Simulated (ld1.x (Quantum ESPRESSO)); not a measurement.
Plane-wave convergence, ultrasoft potential for chlorine

Cl, ultrasoft, made with ld1.x (Quantum ESPRESSO) 7.5 (Wu–Cohen, scalar-relativistic). Core [Ne], reference 3s2 3p3 (charge +2). Waves: 3s (bound): rcut 1.15, rcutus 1.55 bohr; 3s channel at -1 Ry: rcut 1.15, rcutus 1.55 bohr; 3p (bound): rcut 1.25, rcutus 1.50 bohr; 3p channel at 1.6 Ry: rcut 1.25, rcutus 1.50 bohr. Local part: all-electron potential smoothed inside 1.50 bohr (lloc = -1). Core correction: a·sin(br)/r model core inside 1.20 bohr. Augmentation charge: PSQ, radius 0.85 bohr.

The pseudo-atom Hamiltonian at the reference potential is diagonalised in spherical Bessel functions j_l(qr) that vanish at 20 bohr, with q² up to the cutoff. All-electron valence levels (Ry): 3s -3.2981, 3p -2.3280.

Problem. How do the lowest levels (Ry) of each channel move with the cutoff, and are there ghosts?

Solution.

```csv
cutoff (Ry),s #1,p #1,d #1,f #1,Σ f·Δε (mRy)
8,-3.2943,-2.1673,-0.7860,-0.2782,491.4
12,-3.2978,-2.2755,-0.8289,-0.2786,160.2
18,-3.2980,-2.3169,-0.8524,-0.2787,35.2
25,-3.2982,-2.3264,-0.8596,-0.2787,6.3
35,-3.2984,-2.3282,-0.8627,-0.2787,0.6
45,-3.2984,-2.3283,-0.8630,-0.2787,0.4
400,-3.2984,-2.3284,-0.8630,-0.2787,0.0
```

Result: no extra level below or beside the all-electron valence levels (s, p, d, f tested); 10 mRy is reached at 25 Ry and 1 mRy at 35 Ry.
